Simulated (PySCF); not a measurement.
selenium hexafluoride (F6Se), SMILES F[Se](F)(F)(F)(F)F. Geometry: B3LYP-D3(BJ)/def2-SVP.

Computed equilibrium geometry at B3LYP-D3(BJ)/def2-SVP (PySCF confirms it by a frequency run) as bond lengths and angles, and its point group:
point group Oh.
Atoms: F1 Se2 F3 F4 F5 F6 F7. Bonds (Å): F1–Se2 1.717, Se2–F3 1.717, Se2–F4 1.717, Se2–F5 1.717, Se2–F6 1.717, Se2–F7 1.717. Angles (°): F1–Se2–F3 90.0, F1–Se2–F4 90.0, F1–Se2–F5 90.0, F1–Se2–F6 90.0, F1–Se2–F7 180.0, F3–Se2–F4 90.0, F3–Se2–F5 180.0, F3–Se2–F6 90.0, F3–Se2–F7 90.0, F4–Se2–F5 90.0, F4–Se2–F6 180.0, F4–Se2–F7 90.0, F5–Se2–F6 90.0, F5–Se2–F7 90.0, F6–Se2–F7 90.0.
